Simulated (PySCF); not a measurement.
## H$_{3}$B, SMILES `B` (charge 0, multiplicity 1)

Level of theory: PBE-D3(BJ)/def2-TZVP // B3LYP-D3(BJ)/def2-TZVP in PySCF.

| Property | Result |
|---|---|
| HOMO | -8.48 eV |
| dipole moment | 0.00 D |
| LUMO | -3.04 eV |
| HOMO–LUMO gap | 5.44 eV |
| total energy | -26.5531 Ha |
| cost | about 20 core-seconds (a rough figure) |

Bonds (Å): B1–H2 1.189, B1–H3 1.189, B1–H4 1.189. Bond angles (°): H2–B1–H3 120.0, H2–B1–H4 120.0, H3–B1–H4 120.0.
